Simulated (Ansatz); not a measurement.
Isolated molecules relaxed with PBE0-D4/def2-TZVP in Ansatz; ΔE leaves out vibrations. CBS: MP2 limit from def2 TZ/QZ plus the TZ coupled-cluster correction, frozen cores. This one scheme is used for every species. Functionals use def2-TZVPP. B3LYP here is the variant with VWN-RPA as its local correlation; programs differ in this. HSE06 is defined as in plane-wave codes. For Ge outer-core shells are correlated without core-valence functions, which leaves a few kJ/mol of doubt a bond. Scalar relativity is left out up to krypton. One conformer a species, not always the lowest.

Consider the germylene formation by 1,1-elimination: `C=[CH][GeH]([Cl])[Cl]` → `[Cl][Ge][Cl]` + ethylene.

CCSD(T)/CBS gives +46.5 kJ/mol.

Question: Another level gave +39.8 kJ/mol. Which?
A. HSE06/def2-TZVPP
B. LDA (SPW92)/def2-TZVPP
C. revPBE-D4/def2-TZVPP
D. B3LYP-D4/def2-TZVPP

Answer: A. HSE06 39.8, B3LYP-D4 20.6, revPBE-D4 25.0, LDA (SPW92) 60.9 kJ/mol.

Largest T1 diagnostic among the species: 0.013.

The D4 term adds +17.1 kJ/mol with B3LYP and +9.5 kJ/mol with PBE0; it sums over pairs of atoms, weighted by their polarisabilities, and B3LYP, whose exchange is more repulsive, gets the larger term. In def2-TZVPP, CCSD(T) changes the Hartree–Fock value by +25.7 kJ/mol (the triples alone add +2.0 kJ/mol) and MP2 by +38.7 kJ/mol. From r2SCAN to r2SCAN0 (25 % exact exchange), in def2-TZVPP and without D4, ΔE moves by +9.4 kJ/mol.

CCSD(T)/CBS has its own doubt, a few kJ/mol and more with outer-core shells, so smaller differences from it don't rank the levels.
